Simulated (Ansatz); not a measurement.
Zr2O6H4, relaxed as a singlet with RKS r2SCAN-D4/def2-SVP in Ansatz, starting from the GFN2-xTB geometry. Force threshold 0.02 eV/Å.

In the def2 sets Zr takes a core potential; there is no spin–orbit coupling. The structure holds one bond between oxygen atoms, so isomers without such links may lie far lower. The structure comes from a short search, and lower isomers may exist.

Start:

```xyz
12

Zr    2.0068   -0.7144   -0.4640
Zr   -0.7234    0.6620    0.3367
O     1.1282    0.9726    0.9139
O    -0.0755    0.0011   -1.4593
O     1.7444   -2.3890   -0.8778
O    -1.5600    2.3427    0.3410
O    -2.1033   -0.5200    0.8438
O     0.7306   -0.4248    1.2486
H    -2.4901    2.5073    0.5345
H    -0.4883   -0.8454   -1.7188
H     3.6699   -0.2112   -0.8987
H    -1.8392   -1.3809    1.2001
```

| step | energy (eV) | largest force component (eV/Å) | SCF passes |
| --- | --- | --- | --- |
| 1 | -14900.9421 | 2.352 | 23 |
| 2 | -14901.6659 | 0.658 | 30 |
| 3 | -14901.7432 | 0.806 | 29 |
| 4 | -14901.8208 | 0.606 | 29 |
| 5 | -14901.8313 | 0.857 | 30 |
| 6 | -14901.8962 | 0.958 | 24 |
| 7 (rejected) | -14901.8828 | 1.737 | 30 |
| 8 | -14901.9213 | 0.338 | 22 |
| 9 | -14901.9300 | 0.245 | 22 |
| 10 | -14901.9334 | 0.276 | 23 |
| 11 | -14901.9423 | 0.190 | 30 |
| 12 | -14901.9425 | 0.441 | 23 |
| 13 | -14901.9486 | 0.320 | 23 |
| 14 | -14901.9503 | 0.213 | 24 |
| 15 (rejected) | -14901.9496 | 0.203 | 23 |
| 16 | -14901.9524 | 0.044 | 24 |
| 17 | -14901.9531 | 0.102 | 23 |
| 18 | -14901.9539 | 0.053 | 23 |
| 19 | -14901.9544 | 0.133 | 22 |
| 20 | -14901.9546 | 0.116 | 24 |
| 21 | -14901.9549 | 0.022 | 24 |
| 22 | -14901.9550 | 0.025 | 25 |
| 23 | -14901.9551 | 0.024 | 24 |
| 24 | -14901.9551 | 0.031 | 24 |
| 25 | -14901.9552 | 0.021 | 24 |
| 26 | -14901.9552 | 0.013 | 17 |

Force components are those of the run's own axes.

End:

```csv
atom,x (Å),y (Å),z (Å)
Zr1,1.9921,-0.7424,-0.5943
Zr2,-0.8760,0.3995,0.4558
O3,0.9742,0.8459,1.1448
O4,-0.0062,-0.2051,-1.3650
O5,2.3274,-2.4012,-1.0707
O6,-1.6351,2.1512,0.2061
O7,-2.2351,-0.7674,1.1764
O8,0.8525,-0.6588,1.2211
H9,-1.8754,3.0811,0.2074
H10,-0.4092,-0.6197,-2.1407
H11,3.5020,0.3287,-1.0237
H12,-2.6112,-1.4118,1.7826
```

By distances, no bond broke or formed. The bond that changes most is Zr1–O3, from 2.35 to 2.57 Å (atoms count from 1).

No frequencies were taken in this run, so the end may be a saddle point.

It took 1.8 min on 4 threads of Arm Neoverse V1 on a shared host.
